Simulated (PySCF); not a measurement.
C₂Fe, SMILES [C]1[C][Fe]1, multiplicity 5. Geometry optimised at PBE-D3(BJ)/def2-TZVP. The multiplicity is an assumed one; other spin states were not compared.

Question: Give the equilibrium geometry at PBE-D3(BJ)/def2-TZVP (PySCF confirms it by a frequency run) as bond lengths and angles, and its point group. (The exact figures need the calculation; the answer reports its results.)

Answer: point group C2v.
Atoms: Fe1 C2 C3. Bond lengths (Å): Fe1–C2 1.889, Fe1–C3 1.889, C2–C3 1.295. Bond angles (°): C2–Fe1–C3 40.1, Fe1–C2–C3 69.9, Fe1–C3–C2 69.9.
Charge 0, spin multiplicity 5.
